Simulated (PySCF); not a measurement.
A structure optimised at B3LYP-D3(BJ)/def2-SVP, used in a PySCF frequency run:

```
O
Si 1 1.6746
H 2 1.4888 1 106.29
H 2 1.4937 3 109.63 1 -120.83
H 2 1.4943 3 109.66 4 -118.72
Te 1 2.0323 2 121.92 3 179.36
Si 6 2.5265 1 91.46 2 -95.02
H 7 1.4877 6 110.23 1 -62.03
H 7 1.4879 8 109.84 6 -121.07
H 7 1.4915 8 110.45 9 -122.25
```

Q: Write its SMILES and formula.

A: [SiH3]O[Te][SiH3], H₆OSi₂Te

Q: What are its rotational constants (standard atomic weights)?

A: 2.9572, 1.4169, 1.0213 GHz
